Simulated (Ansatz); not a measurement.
CHF, SMILES `[CH]F` (lower singlet) (charge 0, multiplicity 1). This singlet lies 0.66 eV below the relaxed triplet at the level composite: frozen-core CCSD(T) with HF/cc-pVQZ and the correlation energy extrapolated as X^-3 from cc-pVTZ and cc-pVQZ, plus CCSDT(Q) minus CCSD(T) in cc-pVDZ // PBE0-D3(BJ)/def2-TZVP (Ansatz, an electronic-structure program).

Cartesian coordinates (Å):
SMILES: [CH]F
```xyz
3

C     -0.1030     0.4988     0.0000
F      0.9967    -0.1954     0.0000
H     -0.8937    -0.3035     0.0000
```
Charge 0, multiplicity 1.

Frozen-core energies in cc-pVDZ from Ansatz at a geometry from PBE0-D3(BJ)/def2-TZVP; the HF reference has <S^2> = 0.00 (restricted, and unstable towards unrestricted orbitals) and the T1 diagnostic is 0.019.

```tsv
level	energy (Ha)
HF	-137.76520
MP2	-138.06263
CCSD	-138.08430
CCSD(T)	-138.09192
```

### Question
Estimate the energies of CCSDT, CCSDT(Q) and CCSDTQ, and give each level's difference from CCSDTQ.

### Answer

```json
[
 {"level": "MP2", "energy (Ha)": "-138.06263", "difference from CCSDTQ (mHa)": "30.67"},
 {"level": "CCSD", "energy (Ha)": "-138.08430", "difference from CCSDTQ (mHa)": "9.00"},
 {"level": "CCSD(T)", "energy (Ha)": "-138.09192", "difference from CCSDTQ (mHa)": "1.38"},
 {"level": "CCSDT", "energy (Ha)": "-138.09268", "difference from CCSDTQ (mHa)": "0.62"},
 {"level": "CCSDT(Q)", "energy (Ha)": "-138.09336", "difference from CCSDTQ (mHa)": "-0.06"},
 {"level": "CCSDTQ", "energy (Ha)": "-138.09330", "difference from CCSDTQ (mHa)": "0.00"}
]
```
